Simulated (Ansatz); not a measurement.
CH$_{5}$AlClNO, SMILES `C[O][Al]([NH2])[Cl]`. Charge 0, multiplicity 1. All single points use the PBE0-D4/def2-TZVP geometry. It is one conformer, not always the lowest.

```xyz
10

C    -1.789   -0.182    0.837
O    -0.445    0.142    0.628
Al    0.662   -0.068   -0.611
N     2.301    0.521   -0.434
Cl    0.091   -1.036   -2.379
H    -1.885   -0.841    1.706
H    -2.366    0.727    1.036
H    -2.236   -0.688   -0.027
H     3.015    0.429   -1.136
H     2.652    0.995    0.380
```

(1) What is the dipole moment at ωB97M-V/def2-TZVPP? (Best estimate.)

(2) And with PBE, r2SCAN, B3LYP? (Estimate.)

(3) Give the Mulliken charges with ωB97M-V, B3LYP, PBE in def2-TZVPP. (Best estimate.)

## Answers

(1) Ansatz gave: 1.27 D, with components (0.60, 0.61, 0.95) D in this frame, pointing from negative to positive charge.

(2) Computed: PBE 1.34 D, r2SCAN 1.35 D, B3LYP 1.29 D.

(3) Ansatz gave: 
| atom | ωB97M-V | B3LYP | PBE |
| --- | --- | --- | --- |
| C1 | -0.16 | -0.10 | -0.12 |
| O2 | -0.36 | -0.37 | -0.30 |
| Al3 | 0.60 | 0.62 | 0.52 |
| N4 | -0.37 | -0.41 | -0.40 |
| Cl5 | -0.26 | -0.29 | -0.27 |
| H6 | 0.11 | 0.09 | 0.09 |
| H7 | 0.11 | 0.09 | 0.09 |
| H8 | 0.10 | 0.09 | 0.09 |
| H9 | 0.11 | 0.14 | 0.15 |
| H10 | 0.11 | 0.14 | 0.15 |

B3LYP here is the variant with VWN-RPA as its local correlation; programs differ in this.
